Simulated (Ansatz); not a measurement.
C$_{3}$H$_{9}$InO$_{2}$ (`C[O][In]([CH3])[O]C`). Charge 0, multiplicity 1. In takes the def2 core potential.

Z-matrix (Å, degrees):
```
C
O 1 1.400
H 1 1.099 2 112.6
H 1 1.098 2 113.2 3 -122.1
H 1 1.096 2 108.7 3 118.8
In 2 1.987 1 126.7 3 68.6
O 6 1.987 2 115.3 1 0.9
C 6 2.122 2 122.2 1 -179.0
C 7 1.400 6 126.6 2 0.8
H 8 1.089 6 109.4 2 -126.0
H 8 1.090 6 109.3 2 114.8
H 8 1.089 6 109.6 2 -5.4
H 9 1.099 7 112.6 6 68.9
H 9 1.098 7 113.2 6 -53.2
H 9 1.096 7 108.7 6 -172.4
```

(1) List the harmonic frequencies (cm⁻¹, unscaled) at PBE0-D4/def2-TZVP in Ansatz. (Estimate.)

## Answers

(1) The calculation gave: 3i, 57, 59, 75, 83, 104, 110, 154, 179, 249, 493, 513, 547, 730, 751, 1120, 1139, 1172, 1174, 1188, 1190, 1200, 1450, 1451, 1472, 1482, 1485, 1489, 1498, 1499, 2977, 2985, 3030, 3036, 3054, 3057, 3076, 3171, 3183.
